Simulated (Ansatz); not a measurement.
LaF₃ (the lowest singlet isomer of a short search). The state is a singlet with charge 0. Geometry r2SCAN-D4/def2-TZVP, basis def2-TZVP, Ansatz.

```
atom   x (Å)   y (Å)   z (Å)
 La1  -0.341  -0.052  -0.232
  F2  -0.815  -0.950   1.664
  F3   1.218  -1.075  -1.302
  F4  -0.062   2.077  -0.130
```

```csv
run,HOMO (eV),LUMO (eV)
A,-8.43,-2.27
B,-9.64,-2.52
C,-10.21,-1.83
D,-9.92,-2.18
E,-8.32,-2.94
F,-8.04,-2.81
```

In the def2 sets La takes a core potential; there is no spin–orbit coupling. B3LYP takes the VWN-RPA correlation. The structure comes from a short search, and lower isomers may exist.

Task: The runs used B3LYP, LDA (SPW92), PBE, PBE0, r2SCAN, r2SCAN0. Estimate which is which.

Result: A r2SCAN (0 % exact exchange); B B3LYP (20 % exact exchange); C r2SCAN0 (25 % exact exchange); D PBE0 (25 % exact exchange); E LDA (SPW92) (0 % exact exchange); F PBE (0 % exact exchange). Exact exchange lowers occupied and raises empty levels; among semilocal functionals meta-GGAs tend to open the gap a little, and such runs are hard to tell apart. The gap grows from 5.24 eV (PBE) to 8.38 eV (r2SCAN0).
